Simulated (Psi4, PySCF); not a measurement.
C3H10F2Si2, singlet, at a GFN2-xTB geometry, atoms displaced at random by about 0.08 Å a coordinate. Base run: PBE0/STO-3G, gradient in PySCF.

Input for PySCF:
```python
from pyscf import gto, scf, dft

mol = gto.M(
    atom='''
Si    1.16641907   -0.27403426    0.66653463
F     1.97945931   -0.88745251   -0.36309420
F     0.83157948   -1.49884175    1.64634254
Si   -0.80255581    0.41392009   -0.29824516
C    -1.94768490    1.05240528    0.94182229
C    -1.56265231   -0.90637966   -1.31361719
C    -0.30683061    1.90835776   -1.48529685
H     2.23027012    0.52422525    1.53441412
H    -2.20648836    0.20834069    1.68367051
H    -2.89381613    1.47109273    0.49769753
H    -1.59308488    1.82528726    1.44571678
H    -2.43314257   -0.61959226   -1.67075836
H    -0.92019232   -1.28253768   -1.90454095
H    -1.75786984   -1.86016958   -0.64836414
H     0.05739693    2.82417885   -1.07904511
H    -1.19993134    2.13921014   -2.01217316
H     0.57501732    1.63447045   -2.40816464
''',
    basis='sto-3g',
    verbose=3,
)

mf = dft.RKS(mol)
mf.xc = 'pbe0'
mf.kernel()
g = mf.nuc_grad_method()
grad = g.kernel()
```

Programs used: Psi4, PySCF; a row that names a program was run with it.

The coordinate followed is x of atom 10.

Each row names what was changed in the base input (with any setting that the change needs).

| change | dE/dx (Eh/bohr) | net force (Eh/bohr) |
|---|---|---|
| base | -0.015130 | 0.000145 |
| density fitting = on; auxbasis_response = off | -0.015080 | 0.002926 |
| finite difference step (bohr) = 1e-4; conv_tol = 1e-11 | -0.015132 | - |
| finite difference step (bohr) = 0.05; conv_tol = 1e-11 | -0.014919 | - |
| grid_response = on | -0.015132 | 0.000000 |
| code = psi4 | -0.015121 | 0.000337 |
| conv_tol = 1e-11 | -0.015130 | 0.000145 |
| grids.level = 0; grid_response = on | -0.014620 | 0.000000 |
| finite difference step (bohr) = 1e-3; conv_tol = 1e-11 | -0.015132 | - |
| grids.level = 5; grid_response = on | -0.015129 | 0.000000 |
| finite difference step (bohr) = 0.2; conv_tol = 1e-11 | … | - |
| finite difference step (bohr) = 1e-5; conv_tol = 1e-11 | -0.015132 | - |

**Question.** Fill in the missing entries.

**Answer.** 
- finite difference step (bohr) = 0.2; conv_tol = 1e-11, dE/dx (Eh/bohr): -0.011715

The net force is zero for an exact gradient.
